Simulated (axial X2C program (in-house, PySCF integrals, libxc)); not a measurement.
**HfN⁺ at several levels of theory**

Computed with an in-house relativistic program for diatomic molecules. Spin-free means the one-electron spin-free X2C Hamiltonian; two-component (2c) means X2C with spin–orbit coupling and atomic mean-field two-electron Coulomb and Gaunt terms, so the difference of the two also holds small scalar two-electron terms. Basis: Hf dyall-cv3z [13s14p9d7f4g], N dyall-av3z [7s7p3d2f] (cores contracted in-house); Gaussian nuclei, density fitting, unrestricted open shells. Masses: Hf 179.947 u, N 14.003 u.

The run was started with this input:
```json
{"zs": [72, 7], "q": 1, "bas": ["dyall-cv3z", "dyall-av3z"], "levels": ["PBE0", "HF", "B3LYP"], "cc": true, "r0": 1.88, "thr": -1.0, "nmax": 90, "npts": 10, "nst": 2, "ntry": 6}
```
```bash
python so2c.py task.json out
```

Keys: zs atomic numbers; q charge; bas basis sets; levels methods; cc coupled cluster on or off; r0 starting distance in Å; thr threshold in hartree for freezing inner shells (an s shell follows its p shell); nmax most natural virtual spinors; npts points on the curve; nst determinants followed; ntry starts of the search. HF also brings MP2.

State, spin-free: M_S = 0, Λ = 0 (closed shell); electrons by block: σα: 15, σβ: 15, π+α: 8, π+β: 8, π-α: 8, π-β: 8, δ+α: 3, δ+β: 3, δ-α: 3, δ-β: 3, φ+α: 1, φ+β: 1, φ-α: 1, φ-β: 1. Fragments: Hf+ + N.

State, 2c: Ω = 0 (closed shell); electrons by block: 1/2: 23, -1/2: 23, 3/2: 11, -3/2: 11, 5/2: 4, -5/2: 4, 7/2: 1, -7/2: 1. Fragments: Hf+ + N.

```json
{"Hamiltonian": "spin-free", "level": "PBE0", "Re (Å)": "1.665", "ωe (cm⁻¹)": "1065.1", "De (eV)": "4.89", "k (mdyn/Å)": "8.68", "μ (D)": "-5.96"}
{"Hamiltonian": "spin-free", "level": "HF", "Re (Å)": "1.640", "ωe (cm⁻¹)": "1131.9", "De (eV)": "0.193", "k (mdyn/Å)": "9.81", "μ (D)": "-7.12"}
{"Hamiltonian": "spin-free", "level": "CCSD", "Re (Å)": "1.685", "ωe (cm⁻¹)": "1033.7", "De (eV)": "4.24", "k (mdyn/Å)": "8.18", "μ (D)": "n/a"}
{"Hamiltonian": "spin-free", "level": "CCSD(T)", "Re (Å)": "1.704", "ωe (cm⁻¹)": "965.8", "De (eV)": "4.71", "k (mdyn/Å)": "7.14", "μ (D)": "n/a"}
{"Hamiltonian": "spin-free", "level": "B3LYP", "Re (Å)": "1.679", "ωe (cm⁻¹)": "1024.1", "De (eV)": "4.72", "k (mdyn/Å)": "8.03", "μ (D)": "-5.88"}
{"Hamiltonian": "2c", "level": "PBE0", "Re (Å)": "1.664", "ωe (cm⁻¹)": "1064.5", "De (eV)": "n/a", "k (mdyn/Å)": "8.67", "μ (D)": "-5.92"}
{"Hamiltonian": "2c", "level": "B3LYP", "Re (Å)": "1.678", "ωe (cm⁻¹)": "1021.9", "De (eV)": "n/a", "k (mdyn/Å)": "7.99", "μ (D)": "-5.85"}
```

Correlated methods: 8 electrons correlated (number of frozen shells: Hf 5 s, 4 p, 2 d, 1 f; N 1 s), 318 virtual spin orbitals or spinors in MP2, 88 natural virtuals in coupled cluster.

Dipoles are positive if N is the positive end and refer to the centre of mass.

Occupations by symmetry block were frozen at the best pattern of an incomplete PBE0 search. The closed shell is kept restricted, so the energy runs too high when the bond is stretched far. Dissociation energies refer to the lowest single-determinant-based atoms at the same level and basis. De is not given where an atomic determinant may have missed its ground term or J level, or where the truncated virtual space spoils (T). Coupled cluster ran in a truncated set of natural virtual spinors; the MP2 energy of the rest was added. (T) has no such correction and the atoms are truncated less, which lowers De at CCSD(T) by a hundredth of an eV or more. The functionals have no current-density term, which raises determinants with orbital currents, atoms included. The outer-core s and p shells of the metal are frozen in the correlated rows, which leaves out core–valence correlation; for alkali and alkaline-earth bonds that tends to lengthen them. The T1 diagnostic is large, a sign of multireference character. With the outer-core shells frozen, correlated bond lengths of heavy atoms tend to come out a few hundredths of an ångström too long.

No reliable constants came from CCSD (2c), CCSD(T) (2c), HF (2c), MP2 (2c), MP2 (spin-free): no minimum in range, unconverged points, a curve that is not smooth, a change of character along it, or the two Hamiltonians disagreeing along it.

Rough cost a point (2c) on 1 thread(s) of a shared host, integrals apart: PBE0 0.9 s, B3LYP 1 s.

The whole task took 3.6 min on 1 thread of Arm Neoverse V1, with other jobs on the host.
